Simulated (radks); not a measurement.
Species: Lu. Configuration: [Xe] 4f14 5d1 6s2.

All-electron calculation, Dirac Kohn-Sham, PBE, spin-unpolarised, spherical densities, point nucleus; open shells fill j = l - 1/2 first. Program: a radial shooting solver on a logarithmic mesh with Libxc functionals.

Energy parts (hartree):
part                       energy
total                 -14581.0951
kinetic                16257.5118
electron-nucleus      -36265.3728
Hartree                 5728.9011
exchange-correlation    -302.1352

Orbitals (lengths in bohr, moments of r in powers of bohr; <r^-3> diverges for s and p1/2):
| orbital | occ. | eigenvalue (hartree) | <r^-3> | <1/r> | <r^4> |
|---|---|---|---|---|---|
| 1s1/2 | 2 | -2321.248 | - | 82.25 | 7.069e-07 |
| 2s1/2 | 2 | -394.8731 | - | 19.89 | 0.0001076 |
| 2p1/2 | 2 | -376.8487 | - | 19.86 | 0.00006533 |
| 2p3/2 | 4 | -335.7771 | 14150 | 16.96 | 0.00009204 |
| 3s1/2 | 2 | -89.47853 | - | 7.294 | 0.004023 |
| 3p1/2 | 2 | -81.51510 | - | 7.208 | 0.003580 |
| 3p3/2 | 4 | -72.75455 | 3144 | 6.463 | 0.004618 |
| 3d3/2 | 4 | -59.25675 | 539.7 | 6.352 | 0.003187 |
| 3d5/2 | 6 | -57.34439 | 465.5 | 6.173 | 0.003446 |
| 4s1/2 | 2 | -17.80795 | - | 3.054 | 0.09700 |
| 4p1/2 | 2 | -14.56676 | - | 2.943 | 0.1077 |
| 4p3/2 | 4 | -12.57370 | 715.2 | 2.684 | 0.1396 |
| 4d3/2 | 4 | -7.25015 | 106.0 | 2.462 | 0.1887 |
| 4d5/2 | 6 | -6.88633 | 89.64 | 2.399 | 0.2054 |
| 5s1/2 | 2 | -2.23315 | - | 1.142 | 3.596 |
| 5p1/2 | 2 | -1.33907 | - | 1.005 | 6.176 |
| 5p3/2 | 4 | -1.08661 | 88.27 | 0.9125 | 8.758 |
| 4f5/2 | 6 | -0.37805 | 14.29 | 1.844 | 1.458 |
| 4f7/2 | 8 | -0.32211 | 13.58 | 1.811 | 1.689 |
| 6s1/2 | 2 | -0.16939 | - | 0.3444 | 377.3 |
| 5d3/2 | 1 | -0.06856 | 3.582 | 0.4831 | 274.3 |
| 5d5/2 | 0 | -0.05710 | 2.767 | 0.4556 | 363.0 |

The highest occupied level is 5d3/2 at -1.866 eV. Summed over all electrons, <r^2> = 73.93 bohr^2, which gives a Langevin (diamagnetic) susceptibility term of -58.6 x 10^-6 cm^3/mol.
